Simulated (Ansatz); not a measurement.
```xyz
7

F     1.505   -0.068    1.263
C     0.315   -0.568    0.747
In   -0.432    0.643   -0.906
H    -0.417   -0.607    1.560
H     0.493   -1.598    0.421
H     0.449    2.028   -1.425
H    -1.913    0.168   -1.661
```

Charge 0, multiplicity 1. In takes the def2 core potential.

(1) List the PBE0/def2-TZVPP orbital energies in eV (the Gaussian-basis code of Ansatz). (An estimate is asked.)

## Answers

(1) The calculation gave: Occupied: -673.38, -279.89, -128.30, -84.83, -84.47, -84.45, -33.05, -21.49, -21.25, -21.25, -21.23, -21.14, -18.77, -13.56, -13.36, -12.79, -11.09, -9.68, -8.26, -7.35. Lowest empty: -1.79, 0.07, 0.98, 1.12, 1.91, 1.99, 2.31, 3.23.
